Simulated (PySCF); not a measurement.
**Basis-set dependence of population analyses: `C[SiH](C)[SiH2]O`**

Compound: C₂H₁₀OSi₂.
Geometry (PBE0-D3(BJ)/def2-SVP, Å), atoms numbered from 1 in this order:
```
atom  x, y, z in Å
C1     1.5521   -1.0385   -0.9843
Si2    0.3879    0.4142   -0.6893
C3     1.0917    1.5945    0.6006
Si4   -1.6620   -0.4069    0.0831
O5    -1.2681   -1.2011    1.5108
H6     1.1509   -1.7191   -1.7508
H7     2.5433   -0.6928   -1.3175
H8     1.6789   -1.6111   -0.0524
H9     0.1568    1.1499   -1.9773
H10    1.2096    1.0705    1.5619
H11    0.4214    2.4528    0.7604
H12    2.0760    1.9804    0.2922
H13   -2.3107   -1.3488   -0.8924
H14   -2.6616    0.6868    0.3362
H15   -1.9941   -1.6139    1.9875
```

PBE0 throughout (PySCF), one geometry, spherical d and f functions. The structure is a single PBE0-D3(BJ)/def2-SVP conformer in the gas phase; no vibrational or solvent corrections. Atoms taken as equivalent share a column and are averaged. The first 7 of 8 kinds of atom are listed.

Mulliken charges (e):

| basis | functions | C1/C3 | Si2 | Si4 | O5 | H6 (×6) | H9 | H13/H14 |
| --- | --- | --- | --- | --- | --- | --- | --- | --- |
| STO-3G | 43 | -0.394 | +0.517 | +0.501 | -0.438 | +0.072 | -0.128 | -0.139 |
| 6-31G | 73 | -0.808 | +0.607 | +0.654 | -0.816 | +0.195 | -0.121 | -0.139 |
| 6-31G* | 98 | -0.759 | +0.440 | +0.493 | -0.757 | +0.198 | -0.081 | -0.102 |
| def2-SVP | 128 | -0.343 | +0.278 | +0.442 | -0.432 | +0.079 | -0.071 | -0.101 |
| 6-311+G(2d,p) | 211 | -0.745 | +0.663 | +0.447 | -0.667 | +0.165 | -0.071 | -0.071 |
| def2-TZVP | 227 | -0.493 | +0.208 | +0.270 | -0.536 | +0.143 | -0.035 | -0.048 |

IAO charges (e):

| basis | functions | C1/C3 | Si2 | Si4 | O5 | H6 (×6) | H9 | H13/H14 |
| --- | --- | --- | --- | --- | --- | --- | --- | --- |
| STO-3G | 43 | -0.637 | +0.621 | +0.613 | -0.584 | +0.130 | -0.115 | -0.137 |
| 6-31G | 73 | -0.692 | +0.556 | +0.554 | -0.748 | +0.162 | -0.089 | -0.105 |
| 6-31G* | 98 | -0.695 | +0.627 | +0.667 | -0.776 | +0.154 | -0.121 | -0.142 |
| def2-SVP | 128 | -0.688 | +0.634 | +0.673 | -0.771 | +0.151 | -0.126 | -0.145 |
| 6-311+G(2d,p) | 211 | -0.718 | +0.653 | +0.691 | -0.808 | +0.158 | -0.127 | -0.145 |
| def2-TZVP | 227 | -0.721 | +0.659 | +0.700 | -0.808 | +0.158 | -0.130 | -0.148 |

Q: Which scheme is steadiest as the basis changes?

A: Largest range over the bases for any column: IAO 0.22 e, Mulliken 0.46 e. IAO charges move least and Mulliken charges most, counted in e. Without the minimal STO-3G basis the ranges are IAO 0.15, Mulliken 0.46 e.

Q: How much do the charges still move between the two largest bases, 6-311+G(2d,p) and def2-TZVP?

A: At most, over all atoms: Mulliken 0.456 e, IAO 0.009 e.

Q: What do the same runs give for the total energy, the frontier levels and the dipole moment?

A: 
```json
{"basis": "STO-3G", "energy (Eh)": "-727.3741", "HOMO (eV)": "-3.95", "LUMO (eV)": "6.51", "μ (D)": "0.74"}
{"basis": "6-31G", "energy (Eh)": "-735.9113", "HOMO (eV)": "-7.61", "LUMO (eV)": "0.28", "μ (D)": "0.66"}
{"basis": "6-31G*", "energy (Eh)": "-736.0158", "HOMO (eV)": "-7.43", "LUMO (eV)": "0.26", "μ (D)": "0.63"}
{"basis": "def2-SVP", "energy (Eh)": "-735.7639", "HOMO (eV)": "-7.53", "LUMO (eV)": "0.28", "μ (D)": "0.69"}
{"basis": "6-311+G(2d,p)", "energy (Eh)": "-736.1373", "HOMO (eV)": "-7.61", "LUMO (eV)": "-0.52", "μ (D)": "0.51"}
{"basis": "def2-TZVP", "energy (Eh)": "-736.1528", "HOMO (eV)": "-7.56", "LUMO (eV)": "-0.20", "μ (D)": "0.59"}
```

The dipole is fixed by the density alone, so its range of 0.23 D shows that the density itself changes with the basis, not only its division among atoms.
